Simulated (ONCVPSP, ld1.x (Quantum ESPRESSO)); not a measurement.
Potentials for P compared

Generated with ld1.x 7.5 (TM, RRKJ, ultrasoft, PAW), atompaw 4.2 or ONCVPSP 4.0.1. The cutoff is in Ry: for ld1.x and atompaw files where the sum of valence levels is converged to 10 mRy in a Bessel basis, for ONCV files where the hardest occupied wave has 1 mHa per electron of residual kinetic energy. The error is the largest all-electron minus pseudo excitation energy over each file’s own four to seven test configurations (ionisations up to +4, promotions, holes and added fractions of an electron), all of which were solved. The labels leave out finer settings (local radius, basis sizes, second energies), which also bear on the numbers. Spin-polarised tests are not counted. The rows are a selection from randomly drawn settings: files with unsolved tests, undetermined cutoffs or missed reference levels are left out.

A true bound ghost makes a file unfit for plane-wave use even where its test errors are small: the radial tests pick states by their node count and pass the ghost by.

```csv
potential,cutoff (Ry),largest error (meV),bound ghosts
"ONCV, LDA (Perdew-Wang 92), scalar-relativistic, rc 1.55/1.45/1.50 (spd), local smoothed, core correction no, reference 3s2 3p2, qcut 3.8/4.9/5.4, projectors 2/2/2",57,+95,none
"ONCV, PBEsol, scalar-relativistic, rc 1.45/1.55 (sp), local smoothed, core correction no, reference 3s2 3p2, qcut 5.8/6.4, projectors 2/3",23,+34,p
"ONCV, PBE, scalar-relativistic, rc 1.30/1.15/1.15 (spd), local p, core correction yes, reference 3s2 3p2, qcut 4.6/6.2/8.3, projectors 2/0/3",152,+8.0,none
"ONCV, PBE, scalar-relativistic, rc 0.70/0.75 (sp), local smoothed, core correction yes, reference 2s2 2p6 3s1.75 3p3.25, qcut 22.8/20.8, projectors 2/2",310,+2.3,none
```

Task: Fill in the row for P: PAW, PBE, scalar-relativistic, rc 1.40/1.75 (sp), local smoothed, core correction yes, reference 3s2 3p1.5.

Result: cutoff 18 Ry, largest error -20 meV, bound ghosts: none.

Task: Fill in the row for P: ultrasoft, LDA (PZ), scalar-relativistic, rc 1.55/1.75/1.35 (spd), local smoothed, core correction yes, reference 3s2 3p3.

Result: cutoff 15 Ry, largest error +54 meV, bound ghosts: none.

Task: Fill in the row for P: ONCV, PBEsol, scalar-relativistic, rc 0.90/1.05 (sp), local smoothed, core correction yes, reference 2s2 2p6 3s2 3p1.5, qcut 10.2/12.8, projectors 3/2.

Result: cutoff 142 Ry, largest error +1222 meV, bound ghosts: none.
